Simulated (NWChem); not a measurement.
# Total energies of C2HF2

```xyz
5

C      0.5880    -1.2994     0.0000
C      0.0660    -0.0962     0.0000
F      0.7557     1.0182     0.0000
F     -1.2228     0.1719     0.0000
H      0.2795    -2.3377     0.0000
```
Charge 0, spin multiplicity 2.

The numbers come from NWChem runs, not from measurements. Structure: optimised with UPBE0/def2-SVP, a minimum by its harmonic frequencies.

Basis set: cc-pVTZ (134 functions).

```tsv
method	total energy (Ha)	relative cost
UHF	-275.19529	1
UMP2	-275.96059	under 3
UB2PLYP	-276.30547	under 3
UPBE	-276.19590	under 3
UB3LYP	-276.47985	under 3
UPBE0	-276.19663	under 3
```

Total energies of different functionals aren't comparable as a measure of quality: only differences taken within one method are. Relative cost: rough, from shared machines, SCF included, UHF = 1.

The correlated methods keep 4 core orbitals frozen. B3LYP has NWChem's definition, with VWN1-RPA local correlation. The structure started from a generated list of species. The unpaired electrons of the parent sit in orbitals of symmetry a' (Cs labels of the run); other states weren't searched. The stability of the SCF solutions was not checked. Open-shell Hartree-Fock references start from PBE0 orbitals; any time given for them includes that run.
